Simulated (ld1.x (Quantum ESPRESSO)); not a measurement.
Logarithmic derivatives: Li, PAW

Li, PAW, made with ld1.x (Quantum ESPRESSO) 7.5 (PBE, scalar-relativistic). Core none, reference 1s2 2s0.75 2p0.25. Waves: 1s (bound): rcut 0.90, rcutus 1.00 bohr; 2s (bound): rcut 0.90, rcutus 1.00 bohr; 2p (bound): rcut 4.05, rcutus 4.75 bohr; 2p channel at 0.3 Ry: rcut 4.05, rcutus 4.75 bohr; 3d channel at -0.1 Ry: rcut 2.75, rcutus 3.50 bohr; 3d channel at 1.45 Ry: rcut 2.75, rcutus 3.50 bohr. Local part: all-electron potential smoothed inside 2.65 bohr (lloc = -2). Core correction: none. Augmentation charge: BESSEL, radius 1.00 bohr.

The phase is arctan(r·u′/u) with u = r·R(r), unwrapped; energies in Ry, scanned from -6 to 5 Ry. A pole is an energy at which the radial function vanishes at the test radius. The pseudo phase is shifted by a multiple of π to meet the all-electron one at the reference energy, and phase errors are pseudo minus all-electron; the curves can meet again beyond the range given. Levels narrower than the energy grid can be missing from the lists of poles.

```tsv
channel	radius (bohr)	reference energy (Ry)	poles, all-electron	poles, pseudo	unbroken range about the reference energy with phases within 0.05 rad	phase error 1 Ry above the reference energy (rad)
s	5.18	-0.22	-0.06, 1.37, 3.66	-0.06, 1.37, 3.70	below 2.3	+0.002
p	5.18	-0.09	0.12, 1.33, 3.33	0.12, 1.30, 3.51	below 1.9	-0.009
d	5.18	-0.10	0.77, 2.47, 4.90	0.77, 2.47, 4.99	below 3.4	+0.000
```

Phases in the p channel:

```tsv
E (Ry)	all-electron	pseudo
-6.00	1.491	1.491
-5.48	1.487	1.487
-4.96	1.483	1.483
-4.44	1.478	1.478
-3.92	1.472	1.472
-3.40	1.464	1.464
-2.88	1.454	1.454
-2.36	1.442	1.442
-1.84	1.423	1.423
-1.32	1.393	1.393
-0.80	1.331	1.331
-0.28	1.016	1.016
0.24	-1.704	-1.704
0.76	-4.144	-4.160
1.28	-4.697	-4.707
1.80	-4.876	-4.909
2.32	-7.161	-7.310
2.84	-7.768	-7.758
3.36	-7.859	-7.839
3.88	-7.934	-7.890
4.40	-8.180	-7.953
4.92	-10.741	-8.152
```
